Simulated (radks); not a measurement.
Problem. All-electron atom: Se VI in [Ar] 3d10 4s1. Method: scalar-relativistic Kohn-Sham, r2SCAN, spin-unpolarised, spherical densities, finite nucleus; meta-GGA in the generalised Kohn-Sham scheme; Fermi nuclear charge, rms radius 4.14 fm; computed with a radial shooting solver on a logarithmic mesh with Libxc functionals. Some entries of the table are withheld. Estimate them.

orbital,occ.,eigenvalue (eV),<1/r> (bohr^-1),<r> (bohr)
1s,2,(1),34.56,0.04409
2s,2,-1690.418,7.650,0.1957
2p,6,-1493.251,7.476,(2)
3s,2,-288.3272,2.495,0.5720
3p,6,-225.7907,2.341,0.5870
3d,10,-122.7946,2.052,0.6183
4s,1,-75.0721,0.8638,1.543
4p,0,-60.1463,0.7739,1.699

Solution. 
(1) 1s eigenvalue (eV): -12609.71
(2) 2p <r> (bohr): 0.1711
